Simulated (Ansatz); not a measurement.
Kohn–Sham single points on C2H5AlF2O.

```yaml
crystal:
  periodic: [false, false, false]
  atoms:
    - {symbol: O, position_ang: [-1.180813, 1.716480, -0.121697]}
    - {symbol: C, position_ang: [-0.071379, 1.445062, -0.455494]}
    - {symbol: F, position_ang: [0.902677, 2.365955, -0.334186]}
    - {symbol: F, position_ang: [1.131754, -0.582349, 1.971898]}
    - {symbol: C, position_ang: [0.428208, 0.157794, -0.950131]}
    - {symbol: Al, position_ang: [0.507913, -1.131991, 0.547706]}
    - {symbol: H, position_ang: [-1.522749, -0.319734, 0.903268]}
    - {symbol: H, position_ang: [-0.299846, -0.266156, -1.646445]}
    - {symbol: H, position_ang: [1.400113, 0.249786, -1.435217]}
    - {symbol: H, position_ang: [0.308029, -2.676158, 0.329025]}
    - {symbol: H, position_ang: [-1.538508, -1.015788, 1.211772]}
basis:
  gaussian: {orbitals: def2-TZVPP}
hamiltonian: {xc: pbe, dispersion: d4}
output: {forces: true, orbitals: {seedname: orbitals}}
```

```sh
$ ansatz run in.yaml --threads 4 --pin off --events-out ev --progress --plain --max-ram 10444MiB
```

Shortened log:

```
Functional definition: PBE
1387 factors; their error is unknown
mean field evaluation 1: about -16213.2887 eV, gradient 8.2e1 eV
mean field evaluation 2: about -16177.1944 eV, gradient 1.6e2 eV
mean field evaluation 4: about -16225.2312 eV, gradient 1.4e1 eV
mean field evaluation 8: about -16225.6320 eV, gradient 3.1e-1 eV
mean field evaluation 16: about -16225.6115 eV, gradient 1.6e-3 eV
mean field -16225.61152117 eV, -596.2802252885 hartree, gradient 3.9e-5 eV, S^2 0.000000; 0 other end points of the search recorded, 0 dependent functions left out
reference -16225.61156496 eV, -596.2802268978 hartree; 28, 28 occupied and 239, 239 virtual orbitals, 1387 factors
Total energy: -16225.82501065 eV, -596.2880708823 hartree
Atom 0 at    -1.180813     1.716480    -0.121697 Å, force    -1.275162     0.280829     0.375282 eV/Å
Atom 1 at    -0.071379     1.445062    -0.455494 Å, force     0.400330    -0.643109    -0.311469 eV/Å
Atom 2 at     0.902677     2.365955    -0.334186 Å, force     0.743959     0.663510     0.079005 eV/Å
Atom 3 at     1.131754    -0.582349     1.971898 Å, force     0.200582     0.160578     0.435558 eV/Å
Atom 4 at     0.428208     0.157794    -0.950131 Å, force     0.041946    -0.076730    -0.018143 eV/Å
Atom 5 at     0.507913    -1.131991     0.547706 Å, force    -0.120974    -0.156550    -0.304338 eV/Å
Atom 6 at    -1.522749    -0.319734     0.903268 Å, force    -0.031916     0.180363    -0.077242 eV/Å
Atom 7 at    -0.299846    -0.266156    -1.646445 Å, force    -0.124785    -0.106449    -0.136892 eV/Å
Atom 8 at     1.400113     0.249786    -1.435217 Å, force     0.201137    -0.016184    -0.104152 eV/Å
Atom 9 at     0.308029    -2.676158     0.329025 Å, force    -0.015637    -0.122226    -0.013558 eV/Å
Atom 10 at    -1.538508    -1.015788     1.211772 Å, force    -0.019479    -0.164033     0.075949 eV/Å
Dipole moment:    -0.004601    -0.519412    -0.383935 e Å
```

Hardware: 4 threads of an Arm Neoverse V1 on a shared host. Wall time 3.1 s, peak host memory 0.36 GiB.

With the line `hamiltonian: {xc: lda}` and no forces (abridged; 1.6 s):

```
Functional definition: SPW92
mean field evaluation 16: about -16141.6580 eV, gradient 1.3e-3 eV
mean field -16141.65800686 eV, -593.1949905435 hartree, gradient 8.3e-5 eV, S^2 0.000000
Total energy: -16141.65804736 eV, -593.1949920315 hartree
```

Changing it to `hamiltonian: {xc: {name: r2SCANh}, dispersion: d4}` and no forces (abridged; 6.5 s):

```
Functional definition: r2SCANh
mean field evaluation 16: about -16233.7318 eV, gradient 5.1e-4 eV
mean field -16233.73180400 eV, -596.5786401785 hartree, gradient 7.5e-5 eV, S^2 0.000000
Total energy: -16233.78874615 eV, -596.5807327636 hartree
```

With the line `hamiltonian: {xc: {name: BLYP}, dispersion: d4}` and no forces (abridged; 2.6 s):

```
Functional definition: BLYP
mean field evaluation 16: about -16237.9393 eV, gradient 1.8e-3 eV
mean field -16237.93930965 eV, -596.7332631592 hartree, gradient 4.4e-5 eV, S^2 0.000000
Total energy: -16238.40760509 eV, -596.7504726991 hartree
```

The same input with `hamiltonian: {xc: {name: B97M-V}}` and no forces (abridged; 13 s):

```
Functional definition: B97M-V
mean field evaluation 16: about -16235.4621 eV, gradient 2.8e-3 eV
mean field -16235.46207022 eV, -596.6422262893 hartree, gradient 4.6e-5 eV, S^2 0.000000
Total energy: -16235.46213307 eV, -596.6422285990 hartree
```

The same input with `hamiltonian: {xc: {name: B2PLYP}}` and no forces (abridged; 7 s):

```
Functional definition: B2PLYP
mean field evaluation 16: about -16220.0278 eV, gradient 4.6e-4 eV
mean field -16220.02781160 eV, -596.0750277465 hartree, gradient 8.0e-6 eV, S^2 0.000000
10 core orbitals not correlated: weight in the atoms' cores, before any rotation towards them, 1.000 or more for the frozen orbitals, at most 0.000 for the correlated occupied ones
second order -37.94880599 eV of doubles, -0.00000000 eV of singles
Total energy: -16230.27416043 eV, -596.4515741207 hartree
```
